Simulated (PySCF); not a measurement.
PySCF job for HfOCl, SMILES [O]=[Hf][Cl] (connectivity only; charge and spin as stated), neutral, multiplicity 2, B3LYP-D3(BJ)/def2-TZVP. Geometry optimised at B3LYP-D3(BJ)/def2-TZVP. The multiplicity is an assumed one; other spin states were not compared. The def2 effective core potentials stand for the cores of Hf; spin–orbit coupling is left out.

```python
import numpy as np
from pyscf import gto, scf, dft, df
from pyscf.hessian import thermo

mol = gto.M(
    atom='''
    Hf    0.19936317   -0.33174244    0.00000000
    O    -1.28354234   -1.25845303    0.00000000
    Cl   -0.24034173    1.99723999    0.00000000
    ''',
    basis='def2-TZVP',
    ecp={'Hf': 'def2-tzvp'},
    charge=0,
    spin=1,
    max_memory=1600,
    verbose=3,
)
mf = dft.UKS(mol, xc='b3lyp').density_fit(auxbasis='def2-universal-jkfit')
mf.disp = 'd3bj'
mf.grids.level = 3
mf.conv_tol = 1e-11
mf.max_cycle = 100
mf.kernel()
fine, coarse = mf.grids, dft.Grids(mol).set(level=1).build(with_non0tab=True)
for _ in range(3):  # follow internal instabilities
    mf.grids = coarse
    mo, _, stable, _ = mf.stability(return_status=True, nroots=4)
    mf.grids = fine
    if stable:
        break
    mf.kernel(mf.make_rdm1(mo, mf.mo_occ))

# [left out here: the lines that compute and print the analytic Hessian (its translational invariance restored by hand, since the grid's response is missing), thermochemistry and intensities]
```

Program output:

```

WARN: HOMO -0.324567573759324 >= LUMO -0.324567573759325

converged SCF energy = -583.602361719315  <S^2> = 0.75162952  2S+1 = 2.0016289
<class 'pyscf.df.df_jk.DFUKS'> wavefunction is stable in the internal stability analysis

WARN: DFTD3 does not support analytical Hessian, using finite difference


WARN: Mole.unit (angstrom) is changed to Bohr

Mode                                 0                   1                   2
Irrep
Freq [cm^-1]                      162.7721            357.6543            942.8083
Reduced mass [au]                  19.8813             41.0551             17.2939
Force const [Dyne/A]                0.3104              3.0942              9.0571
Char temp [K]                     234.1928            514.5848           1356.4912
Normal mode                   x     y     z       x     y     z       x     y     z
       0  Hf                -0.02  0.01 -0.00    0.01 -0.03 -0.00   -0.02 -0.01  0.00
       1   O                 0.10 -0.19  0.00   -0.01  0.01  0.00    0.20  0.12 -0.00
       2  Cl                 0.06  0.04  0.00   -0.03  0.15 -0.00    0.00 -0.00 -0.00
temperature 298.1500 [K]
pressure 101325.00 [Pa]
Rotational constants [GHz] 14.33091 2.71531 2.28278
Symmetry number 1
Zero-point energy (ZPE) 0.00333 [Eh]   8752.087 [J/mol]
                           tot       elec      trans        rot        vib
Entropy [J/mol/K]       305.600      5.763    176.565    107.510     15.762
Cv [J/mol/K]             41.227      0.000     12.472     12.472     16.283
Cp [J/mol/K]             49.541      0.000     20.786     12.472     16.283
Internal energy [J/mol]                      3718.434   3718.434  11430.646
Internal energy [Eh]   -583.59518  -583.60236
Enthalpy [J/mol]                             6197.391   3718.434  11430.646
Enthalpy [Eh]          -583.59423
Gibbs free energy [J/mol]                  -46445.331 -28335.628   6731.069
Gibbs free energy [Eh] -583.62894
mode   freq/cm-1   IR/(km/mol)
   1      162.77        13.363
   2      357.65        48.608
   3      942.81       147.365
max |gradient| / (hartree/bohr): 0.00014475588977849984
APT charges: [ 1.3785 -0.844  -0.5345]
```

The run converged.
